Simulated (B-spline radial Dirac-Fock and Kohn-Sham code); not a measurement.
# Se³⁺ 2p1/2: cross section and angular parameters

System: selenium as Se³⁺, configuration 1s2 2s2 2p6 3s2 3p6 3d10 4s2 4p1; threshold 1519.9 eV (orbital energy of the model). The computed values come from a radial B-spline solver: Dirac-Hartree-Slater photoionisation with a Latter tail; cross sections with all multipoles, angular parameters from the dipole term and its interference with E2.

For linearly polarised light dσ/dΩ = σ/(4π) [1 + β P₂(cos θ) + (δ + γ cos²θ) sin θ cos φ], with θ from the polarisation vector and φ the angle between the beam and the projection of the electron momentum on the plane normal to the polarisation.

| hν (eV) | σ (kb) | β | γ | δ |
| --- | --- | --- | --- | --- |
| 1540 | 191 | 0.763 | -0.140 | 0.011 |
| 2000 | 99.8 | 1.378 | -0.012 | 0.017 |
| 3230 | 27.1 | 1.428 | 0.510 | 0.039 |
| 4330 | 11.6 | 1.359 | 0.807 | 0.057 |
| 4870 | 8.14 | 1.321 | 0.920 | 0.066 |
| 5414.7 | ? | ? | ? | ? |
| 6020 | 4.27 | 1.244 | 1.115 | 0.086 |
| 8047.8 | 1.71 | 1.121 | 1.360 | 0.121 |
| 9251.7 | 1.10 | 1.058 | 1.467 | 0.143 |
| 9940 | 0.869 | 1.025 | 1.521 | 0.154 |
| 10900 | 0.643 | 0.982 | 1.587 | 0.171 |
| 15000 | 0.223 | 0.833 | 1.799 | 0.239 |

Question: Give the values at Cr Kα (5414.7 eV).

Answer: σ = 5.91 kb, β = 1.284, γ = 1.018, δ = 0.075.
